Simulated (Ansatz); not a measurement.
Calculated with Ansatz (gas phase, PBE0-D4/def2-TZVP geometries, no zero-point term in ΔE). CCSD(T)/CBS adds triple-zeta CCSD(T) − MP2 to the extrapolated MP2 energy (def2 sets, frozen cores). This one scheme is used for every species. DFT in def2-TZVPP. One conformer a species, not always the lowest.

Reaction (cleavage of the Si–P bond): `C[Si](N)(F)P` + CH₃OH → `CO[Si](C)(N)F` + PH₃

CCSD(T)/CBS gives -23.1 kcal/mol.

**Question.** Another level gave -20.4 kcal/mol. Which?
A. SCS-MP2/def2-TZVPP
B. ωB97M-V/def2-TZVPP
C. PBE0/def2-TZVPP
D. r2SCAN-D4/def2-TZVPP

**Answer.** C. PBE0 -20.4, r2SCAN-D4 -22.7, SCS-MP2/def2-TZVPP -25.0, ωB97M-V -23.8 kcal/mol.

Largest T1 diagnostic among the species: 0.013.

From PBE to PBE0 (25 % exact exchange), in def2-TZVPP and without D4, ΔE moves by −1.5 kcal/mol. In def2-TZVPP, CCSD(T) changes the Hartree–Fock value by +4.3 kcal/mol (the triples alone add +0.8 kcal/mol) and MP2 by +4.6 kcal/mol.
